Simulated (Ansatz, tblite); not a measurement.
Cost and result up the ladder for CdF₂ (the lowest singlet isomer of a short search) (3 atoms). The state is a singlet with charge 0. Geometry: r2SCAN-D4/def2-TZVP.

```csv
atom,x (Å),y (Å),z (Å)
Cd1,0.0000,0.0001,-0.0002
F2,-1.8170,-0.5762,-0.2326
F3,1.8170,0.5762,0.2328
```

Ansatz on 2 threads of Arm Neoverse V2 on a shared host; xTB runs through tblite on one thread. Times are rough, summed over both states, and most runs start from the orbitals of an earlier one. PBE-QIDH/def2-TZVP serves as the yardstick here, not as an exact answer. The other state is a triplet at its own geometry.

In the def2 sets Cd takes a core potential; there is no spin–orbit coupling. The xTB rows come from tblite. Correlated methods freeze 2 core orbitals; core or outer-core shells of Cd are correlated, in sets that lack core-valence functions. The structure comes from a short search, and lower isomers may exist.

xTB has no spin-polarisation term.

| level | functions | wall time | triplet − singlet (eV) | difference from PBE-QIDH/def2-TZVP (eV) |
| --- | --- | --- | --- | --- |
| GFN1-xTB | 12 | 0.002 s | 2.71 | -1.22 |
| GFN2-xTB | 12 | 0.002 s | 2.51 | -1.42 |
| revPBE-D4/def2-TZVP | 102 | 2.1 s | 3.24 | -0.70 |
| PBE-D4/def2-TZVP | 102 | 2.2 s | 3.32 | -0.61 |
| MP2/def2-TZVP | 102 | 2.3 s | 4.76 | 0.83 |
| BHLYP-D4/def2-TZVP | 102 | 2.9 s | 3.58 | -0.35 |
| PBE0-D4/def2-TZVP | 102 | 3.8 s | 3.50 | -0.44 |
| RPA@PBE/def2-TZVP | 102 | 4.1 s | 3.31 | -0.62 |
| PBE-QIDH/def2-TZVP | 102 | 4.5 s | 3.93 | 0.00 |
| B2PLYP/def2-TZVP | 102 | 5 s | 3.74 | -0.19 |
| r2SCANh-D4/def2-TZVP | 102 | 5.3 s | 3.37 | -0.56 |
| r2SCAN-D4/def2-TZVP (with forces) | 102 | 5.3 s | 3.32 | -0.61 |
